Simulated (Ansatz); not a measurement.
C2H3O2, SMILES [CH2]OC=O, multiplicity 2.

Coordinates come from a B3LYP-D3(BJ)/def2-SVP optimisation. The isomer is the one that the SMILES or the coordinates give; other isomers of the formula were not compared. The values are those of a single conformer.

Two levels are set side by side: PBE/def2-SVPD (Ansatz, a first-principles code) and ωB97X-V/def2-SVPD (Ansatz). Energy differences of separate SCF runs at the same geometry; the states with an electron removed or added have multiplicity 1 and 1. Differences are taken from unrounded values.

```tsv
quantity	ωB97X-V	PBE	PBE minus ωB97X-V
vertical ionisation energy (eV)	8.62	8.68	0.06
```

Here PBE gives about what the other level gives.
